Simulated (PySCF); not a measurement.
Question: What does the PBE0-D3(BJ)/def2-SVP structure of `F[C](F)(F)[AlH2-][SbH3+]` look like in three dimensions?

Answer: 
```xyz
11
CH5AlF3Sb angstrom
F     -1.076   -1.542   -0.473
C     -1.680   -0.446    0.083
F     -2.943   -0.455   -0.375
F     -1.753   -0.720    1.405
Al    -0.629    1.247   -0.342
Sb     1.764   -0.161    0.098
H     -0.454    1.565   -1.891
H     -0.572    2.354    0.797
H      1.864   -1.176    1.450
H      3.268    0.601    0.295
H      2.251   -1.293   -1.062
```

Orientation and origin are arbitrary. Atoms count from 1 in this order. Al5 (aluminium bonded to C, Sb and 2 H) has angles from 89.4° to 123.7°. Sb6 (antimony bonded to Al and 3 H) is distorted tetrahedral (angles from 97.1° to 123.2°). The C–F distances run from 1.344 Å (C2–F3, drawn single) to 1.369 Å (F1–C2, drawn single), a spread of 0.025 Å.

Bonds between heavy atoms (Å): F1–C2 1.369, C2–F3 1.344, C2–F4 1.352, C2–Al5 2.038, Al5–Sb6 2.811.

The calculation used PBE0-D3(BJ)/def2-SVP geometry optimisation, gas phase, def2 core potentials past Kr in PySCF.

Point group: C1 (no symmetry element, even within 0.4 Å). Whether it is a minimum is left open (no frequencies).

On one thread, Arm Neoverse V1 (aarch64), no GPU, shared host with 64 logical CPUs at a one-minute load of 28, this took 2.3 min wall and 0.53 GiB of memory at its peak. This is the geometry optimisation.
